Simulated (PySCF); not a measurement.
Species: C₇H₁₀NP.
Bonds: C1–C2, C2–C3, C2–C4, C4–N5 (aromatic), N5–C6 (aromatic), C6–C7 (aromatic), C7–C8 (aromatic), C8–P9 (aromatic), C4–P9 (aromatic). Hydrogens: H10, H11, H12 on C1; H13 on C2; H14, H15, H16 on C3; H17 on C6; H18 on C7; H19 on C8.

Torsions of this conformer, `[CH3:1][CH:2]([CH3:3])[c:4]1[n:5][cH:6][cH:7][cH:8][p:9]1`: C1–C2–C4–N5 -62°.

The closed-shell ground state was solved at several levels (PySCF, density fitting, gas phase, non-relativistic). Isolated species at its PBE0-D3(BJ)/def2-SVP geometry (one conformer only).

```json
{"level": "CAM-B3LYP/pcSseg-1", "basis functions": "210", "HOMO (eV)": "-8.35", "LUMO (eV)": "-0.70", "gap (eV)": "7.65", "dipole (D)": "1.33"}
{"level": "wB97X-D/def2-SVPD", "basis functions": "264", "HOMO (eV)": "-8.87", "LUMO (eV)": "-0.10", "gap (eV)": "8.77", "dipole (D)": "1.33"}
```

(1) Estimate the row for PBE0/pcSseg-1, a basis of 210 functions; the other rows only guide the guess.

(2) Over all these levels, which gives the widest orbital gap and which the narrowest?

(3) How far do the dipole and the HOMO energy spread over the levels?

Answers

(1) HOMO -7.01 eV, LUMO -1.78 eV, gap 5.23 eV, dipole 1.28 D.

(2) wB97X-D/def2-SVPD (range-separated hybrid) has the widest, 8.77 eV, and PBE0/pcSseg-1 (global hybrid, 25 % exact exchange) the narrowest, 5.23 eV. Functional and basis both differ between the two, so the spread mixes both effects.

(3) The dipole runs from 1.28 to 1.33 D (mean 1.31 D) and the HOMO from -8.87 to -7.01 eV.
